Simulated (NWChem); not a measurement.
Molecule: C4H6S; SMILES C1=CSCC1

```xyz
11

C      0.8772    -1.2005     0.0476
C      1.2883     0.0707     0.0729
S      0.0007     1.2860    -0.0703
C     -1.2777    -0.0362     0.1866
C     -0.6085    -1.3814    -0.1672
H      1.5564    -2.0461     0.1009
H      2.3137     0.4148     0.1529
H     -1.5758    -0.0108     1.2391
H     -2.1495     0.1849    -0.4323
H     -0.8014    -1.6460    -1.2188
H     -1.0296    -2.1896     0.4432
```
Atoms are numbered in this order, from 1.

All runs: NWChem. Medium grid unless said otherwise, to which SCAN and Minnesota functionals are sensitive. The geometry was optimised at B3LYP/6-31G* (spherical d). Total energies of different functionals are on different scales.

```csv
level,energy (Ha),highest occupied level (eV),orbital gap (eV),dipole (D)
PBE/def2-TZVP,-553.8940,-4.79,3.98,1.55
B3LYP/def2-TZVP,-554.2960,-5.66,5.62,1.58
PBE0/def2-TZVP,-553.9464,-5.86,6.04,1.64
TPSSh/def2-TZVP,-554.3082,-5.27,5.02,1.63
r2SCAN/def2-TZVP,-554.1518,…,…,1.65
PW6B95/def2-TZVP,-554.8022,-5.94,6.21,1.59
```

Task: What belongs in the gaps?

Result: 
- r2SCAN/def2-TZVP, highest occupied level (eV): -4.96
- r2SCAN/def2-TZVP, orbital gap (eV): 4.36
